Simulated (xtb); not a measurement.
H4P2, triplet, geometry from GFN2-xTB (a higher spin typed on purpose: for a closed-shell molecule this is an excited state), atoms displaced at random by about 0.06 Å a coordinate; GFN2-xTB (xtb).

xtb was given this input:
```
$ xtb mol.xyz --gfn 2 --chrg 0 --uhf 2 --opt --json

# file mol.xyz
6

P     -1.28149925    -0.20189918     0.25885340
P      1.29344697     0.29728116    -0.25073915
H     -1.69614485     1.09862490    -0.15490118
H     -1.40746640    -0.83955800    -0.67481672
H      1.64436464    -0.93782160     0.54199918
H      2.47351980     0.41615250    -0.71544941
```

Output, abridged:

```
   ID    Z sym.   atoms
    1   15 P      1, 2
    2    1 H      3-6

           -------------------------------------------------
          |                Calculation Setup                |
           -------------------------------------------------

           -------------------------------------------------
          |                 G F N 2 - x T B                 |
           -------------------------------------------------

          ...................................................
          :                      SETUP                      :
          :.................................................:
          :  # basis functions                  24          :
          :  # atomic orbitals                  22          :
          :  # shells                           10          :
          :  # electrons                        14          :
          :  max. iterations                   250          :
          :  Hamiltonian                  GFN2-xTB          :
          :  restarted?                      false          :
          :  GBSA solvation                  false          :
          :  PC potential                    false          :
          :  electronic temp.          300.0000000     K    :
          :  accuracy                    1.0000000          :
          :  -> integral cutoff          0.2500000E+02      :
          :  -> integral neglect         0.1000000E-07      :
          :  -> SCF convergence          0.1000000E-05 Eh   :
          :  -> wf. convergence          0.1000000E-03 e    :
          :  Broyden damping             0.4000000          :
          :  net charge                          0          :
          :  unpaired electrons                  2          :
          ...................................................

 iter      E             dE          RMSdq      gap      omega  full diag
   1     -6.9974682 -0.699747E+01  0.682E+00    3.51       0.0  T
   2     -7.0004778 -0.300953E-02  0.420E+00    3.39       1.0  T
   3     -7.0010193 -0.541554E-03  0.835E-01    3.30       1.0  T
   4     -7.0011760 -0.156620E-03  0.401E-01    3.32       1.0  T
   5     -7.0011926 -0.166705E-04  0.238E-01    3.32       1.0  T
   6     -7.0011972 -0.459728E-05  0.517E-02    3.32       1.0  T
   7     -7.0011976 -0.421753E-06  0.216E-02    3.32       1.9  T
   8     -7.0011977 -0.554613E-07  0.707E-03    3.32       5.8  T
   9     -7.0011977 -0.470495E-08  0.275E-03    3.32      14.8  T
  10     -7.0011977 -0.794674E-09  0.684E-04    3.32      59.7  T
  11     -7.0011977 -0.787814E-10  0.901E-05    3.32     453.0  T

   *** convergence criteria satisfied after 11 iterations ***

 transition dipole moment (au) for excitation:           7           8
     X       Y       Z
  -0.9555  -0.0971   0.2896  total (au/Debye):    1.003   2.550
 dE (eV)             :    1.008
 oscillator strength :  0.35138E-01

         :::::::::::::::::::::::::::::::::::::::::::::::::::::
         ::                     SUMMARY                     ::
         :::::::::::::::::::::::::::::::::::::::::::::::::::::
         :: total energy              -6.899282899461 Eh    ::
         :: gradient norm              0.381559236043 Eh/a0 ::
         :: HOMO-LUMO gap              3.321649321106 eV    ::
         ::.................................................::
         :: SCC energy                -7.001197340324 Eh    ::
         :: -> isotropic ES            0.002895714489 Eh    ::
         :: -> anisotropic ES         -0.005922631306 Eh    ::
         :: -> anisotropic XC          0.004132736543 Eh    ::
         :: -> dispersion             -0.002493072017 Eh    ::
         :: repulsion energy           0.101914440863 Eh    ::
         :: add. restraining           0.000000000000 Eh    ::
         :: total charge               0.000000000000 e     ::
         :::::::::::::::::::::::::::::::::::::::::::::::::::::

      -----------------------------------------------------------
[...]
 * total energy  :    -6.8992829 Eh     change       -0.3731238E-11 Eh
 * total energy  :    -6.9524986 Eh     change       -0.5321567E-01 Eh
 * total energy  :    -6.9594919 Eh     change       -0.6993330E-02 Eh
 * total energy  :    -6.9607317 Eh     change       -0.1239826E-02 Eh
 * total energy  :    -6.9613702 Eh     change       -0.6384941E-03 Eh
 * total energy  :    -6.9614254 Eh     change       -0.5517522E-04 Eh
 * total energy  :    -6.9614043 Eh     change        0.2112919E-04 Eh
 * total energy  :    -6.9614369 Eh     change       -0.3261276E-04 Eh
 * total energy  :    -6.9614400 Eh     change       -0.3077549E-05 Eh
   *** GEOMETRY OPTIMIZATION CONVERGED AFTER 9 ITERATIONS ***
         :: total energy              -6.961439955799 Eh    ::
[...]

         #    Occupation            Energy/Eh            Energy/eV
      -------------------------------------------------------------
         1        2.0000           -0.6630557             -18.0427
         2        2.0000           -0.6430501             -17.4983
         3        2.0000           -0.4698657             -12.7857
         4        2.0000           -0.4606179             -12.5341
         5        2.0000           -0.4477658             -12.1843
         6        2.0000           -0.4268464             -11.6151
         7        1.0000           -0.3557564              -9.6806
         8        1.0000           -0.3219938              -8.7619 (HOMO)
         9                         -0.1974663              -5.3733 (LUMO)
        10                         -0.1752330              -4.7683
        11                         -0.1104065              -3.0043
        12                         -0.0498092              -1.3554
        13                         -0.0456770              -1.2429
        14                         -0.0440534              -1.1988
        15                         -0.0132788              -0.3613
        16                          0.0377617               1.0275
        17                          0.0744205               2.0251
        18                          0.0756112               2.0575
        19                          0.4572938              12.4436
       ...                                ...                  ...
        22                          1.2856262              34.9837
      -------------------------------------------------------------
                  HL-Gap            0.1245275 Eh            3.3886 eV
             Fermi-level           -0.3255157 Eh           -8.8577 eV

     #   Z          covCN         q      C6AA      α(0)
     1  15 P        2.867    -0.085   164.202    23.027
     2  15 P        2.865    -0.213   170.215    23.445
     3   1 H        0.977     0.061     2.181     2.308
     4   1 H        0.977     0.057     2.225     2.331
     5   1 H        0.977     0.056     2.243     2.340
     6   1 H        0.975     0.125     1.571     1.959

 Mol. C6AA /au·bohr⁶  :        995.066029
 Mol. C8AA /au·bohr⁸  :      45042.802759
 Mol. α(0) /au        :         55.411065

Wiberg/Mayer (AO) data.
largest (>0.10) Wiberg bond orders for each atom

 ---------------------------------------------------------------------------
     #   Z sym  total        # sym  WBO       # sym  WBO       # sym  WBO
 ---------------------------------------------------------------------------
     1  15 P    2.708 --     3 H    0.972     4 H    0.963     2 P    0.657
     2  15 P    2.544 --     5 H    0.968     6 H    0.870     1 P    0.657
     3   1 H    0.996 --     1 P    0.972
     4   1 H    0.997 --     1 P    0.963
     5   1 H    0.997 --     2 P    0.968
     6   1 H    0.975 --     2 P    0.870
 ---------------------------------------------------------------------------

Topologies differ in total number of bonds
Writing topology from bond orders to xtbtopo.mol

molecular dipole:
                 x           y           z       tot (Debye)
 q only:        0.142      -0.019      -0.160
   full:        0.292      -0.055      -0.315       1.101
molecular quadrupole (traceless):
                xx          xy          yy          xz          yz          zz
 q only:        2.373      -0.208      -0.985       0.128      -0.073      -1.388
  q+dip:        2.701      -1.075      -0.883       1.479      -0.045      -1.817
   full:        1.865      -1.154      -0.160       1.931       0.795      -1.705

optimized geometry written to: xtbopt.xyz

           -------------------------------------------------
          | TOTAL ENERGY               -6.961439955799 Eh   |
          | GRADIENT NORM               0.000486176116 Eh/α |
          | HOMO-LUMO GAP               3.388564419688 eV   |
           -------------------------------------------------

normal termination of xtb
```
